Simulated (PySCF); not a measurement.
Al(Cl)(OH)(SeH) (AlClH₂OSe), SMILES [Cl][Al]([SeH])[OH].

Coordinates come from a r2SCAN-D4/def2-SVP optimisation. The structure was generated by enumeration; whether it is a known compound was not checked. The values are those of a single conformer.

Method: PySCF with CAM-B3LYP/def2-TZVP.

Isolated molecule, no solvent.

| Quantity | Result |
|---|---|
| total energy | -3180.96652 hartree |
| point group | Cs |
| highest occupied level | -8.79 eV |
| lowest empty level | 0.06 eV |
| orbital gap | 8.85 eV |
| dipole moment | 1.50 D |
| quadrupole, principal values (traceless, Buckingham form, about the centre of nuclear charge) | -5.23, 0.02, 5.21 D·Å |
| mean static polarisability | 63.4 bohr³ (9.39 Å³) |
| polarisability, principal values | 49.7, 61.7, 78.8 bohr³ |
